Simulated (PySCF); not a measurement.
Ionising TlSe

UHF-CCSD; PySCF, scalar-relativistic core potentials, basis sets Tl cc-pVDZ-PP with ECP60, Se cc-pVDZ-PP with ECP10. Neutral (UHF): doublet (π ↑), Re = 2.741 Å, ωe = 175 cm⁻¹, De = 2.29 eV.

TlSe⁺ (UHF): triplet (π ↑↑), Re = 3.370 Å, ωe = 74.5 cm⁻¹. The energies at the minima are -543.60779 hartree for TlSe and -543.34882 for TlSe⁺.

Question: Work out the adiabatic ionisation energy, without and with harmonic zero-point energies (1 hartree = 27.2114 eV, 1 eV = 8065.5 cm⁻¹), and the change of the bond length.

Answer: At UHF-CCSD: 0.25897 hartree = 7.047 eV between the minima; the zero-point term (74.5 − 175.0)/2 cm⁻¹ = -0.006 eV makes it 7.041 eV. Re changes by +62.9 pm against the neutral. The electron leaves a π orbital, and the ion is left as a loose complex of an ion and an atom.

Correlated steps freeze 8 core orbitals. Correlated levels converge slowly with the basis: in double zeta they bind strong bonds too weakly, by up to about 1 eV, and carry superposition errors of some tenths. Spin–orbit coupling is left out, which matters for elements this heavy, above all for dissociation energies. States were picked by a PBE0 search and need not be the measured ground states.
